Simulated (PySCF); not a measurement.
# Bonding in `C=C[C@@H]1[C@@H](F)CC[Si@H]1O[SiH3]`

Compound: C6H13FOSi2.
Atom-mapped SMILES: `[CH2:1]=[CH:2][C@@H:3]1[C@@H:4]([F:5])[CH2:6][CH2:7][Si@H:8]1[O:9][SiH3:10]` (hydrogens: H11, H12 on C1; H13 on C2; H14 on C3; H15 on C4; H16, H17 on C6; H18, H19 on C7; H20 on Si8; H21, H22, H23 on Si10)

Cartesian coordinates in Å at the GFN2-xTB level; atoms count from 1:
```
atom  x, y, z in Å
C1    -2.348    1.907   -0.533
C2    -1.997    0.827    0.143
C3    -0.852   -0.054   -0.204
C4    -1.187   -1.540   -0.116
F5    -1.979   -1.931   -1.182
C6     0.108   -2.348   -0.111
C7     1.022   -1.770    0.972
Si8    0.654    0.099    0.969
O9     1.849    0.982    0.339
Si10   2.588    2.128   -0.553
H11   -1.822    2.212   -1.423
H12   -3.171    2.530   -0.228
H13   -2.543    0.543    1.034
H14   -0.536    0.159   -1.230
H15   -1.779   -1.749    0.784
H16    0.574   -2.241   -1.093
H17   -0.102   -3.407    0.046
H18    0.764   -2.205    1.937
H19    2.060   -2.030    0.777
H20    0.341    0.682    2.272
H21    1.888    3.390   -0.322
H22    2.508    1.710   -1.951
H23    3.956    2.131   -0.044
```

Bond orders from the PBE0/pcSseg-1 density (PySCF). The structure is a single GFN2-xTB conformer in the gas phase; no vibrational or solvent corrections.

Task: How far do the computed orders between heavy atoms stray from the drawn ones?

Result: The largest departure is 0.197, at Si8–C3 (drawn single, 0.803). Drawn single, order below 0.88: C7–Si8 (0.870) and Si8–C3 (0.803).

Task: Give the Mayer order of every bond between heavy atoms, beside its length.

Result: 
```tsv
bond	drawn as	length (Å)	Mayer order
C1–C2	double	1.321	1.984
C2–C3	single	1.486	1.011
C3–C4	single	1.526	0.972
C4–F5	single	1.385	0.882
C4–C6	single	1.526	1.013
C6–C7	single	1.530	1.028
C7–Si8	single	1.905	0.870
Si8–O9	single	1.614	0.968
O9–Si10	single	1.629	0.905
Si8–C3	single	1.915	0.803
```

Bonds between the same two heavy elements. C–C: lowest C3–C4 (0.972, 1.526 Å), highest C1–C2 (1.984, 1.321 Å); in 1 of the 10 pairs the longer bond (by over 0.003 Å) has the higher order (by 0.02 or more). C–Si: lowest Si8–C3 (0.803, 1.915 Å), highest C7–Si8 (0.870, 1.905 Å). O–Si: lowest O9–Si10 (0.905, 1.629 Å), highest Si8–O9 (0.968, 1.614 Å).

Task: And the bonds to hydrogen?

Result: C–H: 0.92 to 0.96 (9 bonds); H–Si: 0.93 (4 bonds).

Task: Sum the orders of all bonds at each heavy atom with more than one neighbour and set the sums beside the valence in the SMILES.

Result: C1 3.892 (drawn 4), C2 3.950 (drawn 4), C3 3.710 (drawn 4), C4 3.814 (drawn 4), C6 3.933 (drawn 4), C7 3.784 (drawn 4), Si8 3.566 (drawn 4), O9 1.873 (drawn 2), Si10 3.692 (drawn 4). Orders between atoms that aren't bonded are not in these sums.

For a closed shell the Mayer order of atoms A and B is Σ (PS)μν (PS)νμ over the basis functions μ on A and ν on B, with P the density and S the overlap matrix.
